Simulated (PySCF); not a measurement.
## Static response to an electric field

Compound: C₆H₉BO₃Si.
Atom-mapped SMILES: `[OH:1][B:2]([OH:3])[SiH2:4][O:5][c:6]1[cH:7][cH:8][cH:9][cH:10][cH:11]1` (hydrogens: H12 on O1; H13 on O3; H14, H15 on Si4; H16 on C7; H17 on C8; H18 on C9; H19 on C10; H20 on C11)

Geometry (PBE0-D3(BJ)/def2-SVP, Å), atoms numbered from 1 in this order:
```xyz
20
C6H9BO3Si angstrom
O      4.5697   -1.3014    0.1268
B      3.4384   -0.6133   -0.1482
O      3.4890    0.5764   -0.7991
Si     1.5886   -1.2642    0.3552
O      0.7238    0.0542   -0.3028
C     -0.6114    0.2691   -0.3485
C     -1.5367   -0.6399    0.1743
C     -2.9010   -0.3658    0.0914
C     -3.3553    0.8067   -0.5084
C     -2.4278    1.7116   -1.0268
C     -1.0642    1.4487   -0.9494
H      5.3551   -0.8373   -0.1917
H      2.5950    0.9305   -0.9173
H      1.2831   -1.3796    1.8161
H      1.1303   -2.5326   -0.2949
H     -1.1908   -1.5636    0.6457
H     -3.6152   -1.0834    0.5026
H     -4.4251    1.0155   -0.5718
H     -2.7696    2.6356   -1.4997
H     -0.3284    2.1475   -1.3527
```

Level: CAM-B3LYP/def2-SVPD (PySCF), static field, nuclei fixed, core orbitals frozen in the response. The polarisability tensor in these axes (au):

```
x   158.01 -10.20   1.05
y   -10.20 115.89 -19.26
z     1.05 -19.26  88.97
```

Give the principal values, the mean and the anisotropy Δα = √{½[(α1 − α2)² + (α2 − α3)² + (α1 − α3)²]}.

Principal values 78.75, 123.33 and 160.79 au; mean 120.96 au = 17.92 Å³ = 19.94 × 10⁻⁴⁰ C²·m²/J; Δα = 71.13 au (59 % of the mean).

What is the dipole moment, and where does it point?

(-0.27, 0.28, -0.14) D, 0.41 D in size, pointing from the negative to the positive side. Measured along this direction, the outermost atoms are H12 and O1 at the negative end and H19 at the positive end.

Estimate the molar refractivity from the static electronic polarisability.

Lorentz–Lorenz: R = (4π/3)N_A α = 2.5225 cm³/(mol·Å³) × 17.92 Å³ = 45.2 cm³/mol, in the limit of long wavelengths.

What depolarisation ratio follows for Rayleigh scattering of linearly polarised light, taking the static tensor?

ρ = 3Δα²/(45ᾱ² + 4Δα²) = 15179.6/(658388 + 20239.5) = 0.0224.

Refractivity n − 1 of an ideal gas of it at 350 K and 1 atm, from the electronic α?

N = p/kT = 2.0968 × 10¹⁹ cm⁻³, so n − 1 = 2π × N × 17.92 × 10⁻²⁴ cm³ = 2361 × 10⁻⁶ at long wavelengths, for an ideal gas.

How large is μ²/3kT at 350 K beside α?

In Gaussian units μ²/3kT = 1.16 Å³ against 17.92 Å³, a ratio of 0.06; the Debye molar polarisation (4π/3)N_A(α + μ²/3kT) is 48.1 cm³/mol, leaving out the vibrational part.

Find the Langevin capture rate constant for H3+ (3.023 u) meeting this molecule (168.041 u), k = 2.342 × 10⁻⁹ cm³/s × √(α in Å³ / reduced mass in u).

The reduced mass is 2.97 u, so k = 5.75 × 10⁻⁹ cm³/s. The formula leaves out the permanent dipole, which adds to the capture rate.

The structure is a single PBE0-D3(BJ)/def2-SVP conformer in the gas phase; no vibrational or solvent corrections.
